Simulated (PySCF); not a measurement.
SCF from a fresh guess for singlet [SrCl3]-, at the B3LYP minimum. PySCF input:

```python
from pyscf import gto, scf, dft
mol = gto.M(atom='''
Sr     0.000000    -0.000000     0.000000
Cl     0.005087    -0.000000     2.741461
Cl     2.371631    -0.000000    -1.375136
Cl    -2.376718     0.000000    -1.366325''',
    basis={'Sr': 'def2-SVPD', 'Cl': 'def2-SVPD'},
    ecp={'Sr': 'def2-SVPD'},
    charge=-1, spin=0)
mf = dft.RKS(mol, xc='B3LYP')
mf.grids.atom_grid = (50, 194)
aux = {'Sr': 'def2-universal-JKFIT', 'Cl': 'def2-universal-JKFIT'}
mf = mf.density_fit(auxbasis=aux)
mf.conv_tol = 1e-08
mf.diis_space = 10
mf.max_cycle = 60
mf.init_guess = 'minao'
mf.verbose = 4
mf.kernel()
```

Excerpt of the output (cycles and frontier levels):

```
init E= -1398.81302816904
  HOMO = -0.206796389625062  LUMO = -0.0068507280474765  gap/eV = 5.44080
cycle= 1 E= -1410.27666468732  delta_E= -11.5  |g|= 1.81  |ddm|= 3.79
  HOMO = -0.0794136215107688  LUMO = -0.0578383712915853  gap/eV = 0.58709
cycle= 2 E= -1401.7532045407  delta_E= 8.52  |g|= 4.94  |ddm|= 9.88
  HOMO = -0.146367933677583  LUMO = 0.100492107214323  gap/eV = 6.71740
cycle= 3 E= -1411.27758656631  delta_E= -9.52  |g|= 0.274  |ddm|= 8.61
  HOMO = -0.130292479904956  LUMO = 0.0712008660286337  gap/eV = 5.48291
cycle= 4 E= -1411.30479987611  delta_E= -0.0272  |g|= 0.139  |ddm|= 0.629
  HOMO = -0.14124771534976  LUMO = 0.069845024274532  gap/eV = 5.74413
cycle= 5 E= -1411.31022204557  delta_E= -0.00542  |g|= 0.00723  |ddm|= 0.174
  HOMO = -0.141397414467928  LUMO = 0.0715394238186212  gap/eV = 5.79431
cycle= 6 E= -1411.31024158852  delta_E= -1.95e-05  |g|= 0.00129  |ddm|= 0.0137
  HOMO = -0.141244536882278  LUMO = 0.0717285720681474  gap/eV = 5.79529
cycle= 7 E= -1411.31024209419  delta_E= -5.06e-07  |g|= 0.000758  |ddm|= 0.00254
  HOMO = -0.141353862885687  LUMO = 0.0716701951961161  gap/eV = 5.79668
cycle= 8 E= -1411.3102422615  delta_E= -1.67e-07  |g|= 2.98e-05  |ddm|= 0.000838
  HOMO = -0.141351045575935  LUMO = 0.071673924153325  gap/eV = 5.79670
cycle= 9 E= -1411.31024226198  delta_E= -4.81e-10  |g|= 1.64e-05  |ddm|= 8.62e-05
  HOMO = -0.141351555533803  LUMO = 0.0716738366110004  gap/eV = 5.79672
Extra cycle  E= -1411.31024226195  delta_E= 2.96e-11  |g|= 1.95e-05  |ddm|= 4.55e-05
converged SCF energy = -1411.31024226195
```

No lower solution of this spin was found by a stability analysis within the restricted form, which does not test spin polarisation.

The search for the lowest solution, with the stability check, took 2.6 s on 2 threads of a shared AMD EPYC 9R45 96-Core (Zen 5) host, with 107 basis functions; the process peaked at 0.38 GiB. Launch command: `OMP_NUM_THREADS=2 python axn.py task.json out`.
